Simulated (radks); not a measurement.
Species: K II. Configuration: [Ar] (the NIST ground configuration). Calculated with a radial shooting solver on a logarithmic mesh with Libxc functionals: scalar-relativistic Kohn-Sham, PBE, spin-unpolarised, spherical densities, finite nucleus; Fermi nuclear charge, rms radius 3.4349 fm.

Unscreened Slater integrals over Kohn-Sham orbitals (eV).

F0(3p,3p): 17.286
F2(3p,3p): 8.6278
F0(3p,3s): 18.248
G1(3p,3s): 12.053
F0(3p,2p): 23.696
F2(3p,2p): 4.1451
G0(3p,2p): 1.6219
G2(3p,2p): 1.6474
F0(3p,2s): 23.370
G1(3p,2s): 1.2412
F0(3s,3s): 19.378
F0(3s,2p): 25.848
G1(3s,2p): 1.9610
F0(3s,2s): 25.565
G0(3s,2s): 1.5719
F0(2p,2p): 71.097
F2(2p,2p): 33.152
F0(2p,2s): 66.565
G1(2p,2s): 39.097
F0(2s,2s): 63.581
